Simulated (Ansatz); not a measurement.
Interaction energy ladder

The pair of H2 (SMILES [H][H], atoms 1–2) and SiH3F (SMILES [SiH3]F, atoms 3–7), both closed shells, in one local arrangement (a lower one may exist), relaxed at PBE0-D4/def2-TZVP:

H1  (0.087, -0.029, -2.627)
H2  (0.558, 0.030, -3.203)
Si3  (-0.103, 0.009, 1.137)
F4  (-1.106, -0.364, 2.326)
H5  (-0.870, 0.021, -0.131)
H6  (0.966, -1.016, 1.089)
H7  (0.468, 1.348, 1.411)
(Å)

Computed with Ansatz 0.2.0 (basis: def2-TZVPPD, with def2-QZVPPD for the basis limit); correlated methods freeze the cores. B3LYP uses VWN-RPA correlation. Extrapolation: Hartree–Fock as exp(−7.88 √X), correlation as X^−2.97. Interaction energies count from these two fragments, frozen as in the pair, with the counterpoise correction; negative means bound.

Q: What is the interaction energy by CCSD(T) at an estimated basis limit (MP2 extrapolated from triple and quadruple zeta, plus CCSD(T) − MP2 in triple zeta)? (To be estimated.)

A: By the calculation: -0.7 kJ/mol. Hartree–Fock alone gives 0.9 kJ/mol at the basis limit, so without correlation the pair would not bind at this distance. It counts from the two fragments frozen as in the pair.

The same quantity by other methods in triple zeta, and each one's difference from that estimate:
```csv
method,E_int (kJ/mol),difference
PBE-D4,-1.7,-0.9
revPBE-D4,-1.3,-0.6
BLYP-D4,-0.5,0.2
r2SCAN-D4,0.1,0.8
B97M-V,-0.9,-0.2
PBE0-D4,-1.3,-0.6
B3LYP-D4,-0.7,0.0
HSE06-D4,-1.3,-0.6
wB97X-V,-0.7,0.0
wB97M-V,-0.6,0.2
B2PLYP,0.1,0.9
HF,0.9,1.6
MP2,-0.4,0.3
CCSD,-0.4,0.3
CCSD(T),-0.6,0.1
```
Differences are method less estimate.

Q: Which atoms make the shortest contact between the fragments?

A: H1 and H5, 2.67 Å apart.

Basis-set superposition shift (counterpoise-corrected less uncorrected): CCSD(T) 0.2; MP2 0.2; HF 0.1; PBE0-D4 0.1; wB97M-V 0.1 kJ/mol.

T1 diagnostic: at most 0.012.

For scale, one of the runs: CCSD(T)/def2-TZVPPD, 173 basis functions, launched by `ansatz run in.yaml --threads 2 --pin off --events-out ev --progress --plain --max-ram 5222MiB`. Time: 10 s of wall clock on 2 CPU threads of an Intel Xeon 6975P-C; the host was shared. Peak host memory: 1.6 GiB.
